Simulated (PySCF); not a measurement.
Cr⁺ (chromium, charge +1) across methods

[Ar] 3d4 4s1, high-spin 6D determinant (an excited configuration). Computed with PySCF 2.14 in def2-QZVPPD (11s6p5d3f2g, 93 functions), with the non-relativistic Hamiltonian (point nucleus). The B2PLYP total includes its PT2 part (frozen core); its orbital energies are those of the SCF part.

```json
{"method": "PBE0", "E (hartree)": "-1043.930", "mean ε 3p β (eV)": "-56.897", "mean ε 3d α (eV)": "-17.377", "mean ε 4s α (eV)": "-12.613", "Σ⟨r²⟩ (bohr²)": "26.71", "⟨S²⟩": "8.750"}
{"method": "PBE", "E (hartree)": "-1043.890", "mean ε 3p β (eV)": "-54.173", "mean ε 3d α (eV)": "-15.234", "mean ε 4s α (eV)": "-11.954", "Σ⟨r²⟩ (bohr²)": "26.81", "⟨S²⟩": "8.750"}
{"method": "CAM-B3LYP", "E (hartree)": "-1044.182", "mean ε 3p β (eV)": "-58.344", "mean ε 3d α (eV)": "-18.753", "mean ε 4s α (eV)": "-13.740", "Σ⟨r²⟩ (bohr²)": "26.69", "⟨S²⟩": "8.750"}
{"method": "B2PLYP", "E (hartree)": "-1043.875", "mean ε 3p β (eV)": "-59.479", "mean ε 3d α (eV)": "-19.468", "mean ε 4s α (eV)": "-13.159", "Σ⟨r²⟩ (bohr²)": "26.76", "⟨S²⟩": "8.751"}
{"method": "HSE06", "E (hartree)": "-1043.948", "mean ε 3p β (eV)": "-56.511", "mean ε 3d α (eV)": "-16.942", "mean ε 4s α (eV)": "-12.290", "Σ⟨r²⟩ (bohr²)": "26.70", "⟨S²⟩": "8.750"}
{"method": "UHF", "E (hartree)": "-1043.10226", "mean ε 3p β (eV)": "-63.720", "mean ε 3d α (eV)": "-23.325", "mean ε 4s α (eV)": "-14.234", "Σ⟨r²⟩ (bohr²)": "26.98", "⟨S²⟩": "8.751"}
{"method": "r2SCAN", "E (hartree)": "-1044.110", "mean ε 3p β (eV)": "-54.921", "mean ε 3d α (eV)": "-15.651", "mean ε 4s α (eV)": "-12.199", "Σ⟨r²⟩ (bohr²)": "26.59", "⟨S²⟩": "8.751"}
{"method": "LDA", "E (hartree)": "-1041.861", "mean ε 3p β (eV)": "-54.291", "mean ε 3d α (eV)": "-15.389", "mean ε 4s α (eV)": "-12.186", "Σ⟨r²⟩ (bohr²)": "26.68", "⟨S²⟩": "8.750"}
{"method": "wB97X-V", "E (hartree)": "-1043.991", "mean ε 3p β (eV)": "-59.540", "mean ε 3d α (eV)": "-19.702", "mean ε 4s α (eV)": "-14.425", "Σ⟨r²⟩ (bohr²)": "26.85", "⟨S²⟩": "8.750"}
```
